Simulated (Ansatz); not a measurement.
**Calibrating BHLYP-D4/def2-TZVPP on molecular compounds of B**

The atomisation enthalpy at 298 K in kJ/mol of 7 molecular compounds of B: x at BHLYP-D4/def2-TZVPP, y from tabulated heats of molecules and atoms (NIST-JANAF tables). Shapes, held fixed at every level: PBE0-D4/def2-TZVP. Computed values hold a harmonic thermal term (PBE0-D4/def2-TZVP) and the atoms' spin-orbit lowering. Programs: Ansatz 0.2.0.

```
                      molecule  x (kJ/mol)  y (kJ/mol)
BBr2Cl (dibromo(chloro)borane)        1127        1187
  BBrCl2 (bromodichloroborane)        1202        1262
      BCl3 (boron trichloride)        1277        1337
  BCl2F (dichlorofluoroborane)        1462        1537
             BHF2 (SMILES FBF)        1617           ?
  BClF2 (chlorodifluoroborane)        1652        1736
       BF3 (boron trifluoride)        1842        1944
```

Question: Fit y = c + s·x to the known rows and predict y for BHF2.

Answer: 
1. Means of the 6 rows: x = 1427.00, y = 1500.5.
2. Σ(Δx)² = 387200, Σ(Δx·Δy) = 410555, so the slope is 410555/387200 = 1.0603.
3. Intercept: 1500.5 − (1.0603) × 1427.00 = -12.5. The largest residual of the fit is 4.6.
4. BHF2: -12.5 + 1.0603 × 1617 = 1702 kJ/mol.

The tabulated heats give 1681 kJ/mol, so the prediction is off by +21 kJ/mol, more than the largest residual. Uncorrected, BHLYP-D4/def2-TZVPP misses BHF2 by -64 kJ/mol, and the other rows by 74 on average. With references in doubt, neither the misses nor the line can be laid on the level alone. Left out in turn, the other rows are missed by 5 kJ/mol on average, so the withheld one doesn't follow the line. The tabulated values of BBr2Cl, BBrCl2, BCl2F, BHF2, BClF2 are in doubt (older tables, estimates, or at odds with other calculations) and kept here. Relativity is left out for Br.
